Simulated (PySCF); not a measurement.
Ligand exchange on a metal centre used in film growth or etching (Mo Cl-NH2). Gas-phase values, no solvent. One relaxed conformer stands for each flexible species; it need not be the lowest.

Computed with PBE-D3(BJ)/def2-TZVP // TPSS-D3(BJ)/def2-SVP (PySCF). All candidates: neutral, multiplicity 1. 

```json
{
  "LUMO": "-4.51 eV",
  "HOMO–LUMO gap": "2.16 eV",
  "HOMO": "-6.67 eV"
}
```

**Question.** Identify which member has these values.
A. [Mo(Cl)6]
B. [Mo(Cl)3(NH2)3]
C. [Mo(Cl)4(NH2)2]
D. [Mo(Cl)5(NH2)]

**Answer.** B, [Mo(Cl)3(NH2)3]. The others give [Mo(Cl)5(NH2)]: -5.91 eV, 1.17 eV, -7.08 eV; [Mo(Cl)4(NH2)2]: -5.27 eV, 1.45 eV, -6.72 eV; [Mo(Cl)6]: -6.29 eV, 1.55 eV, -7.84 eV
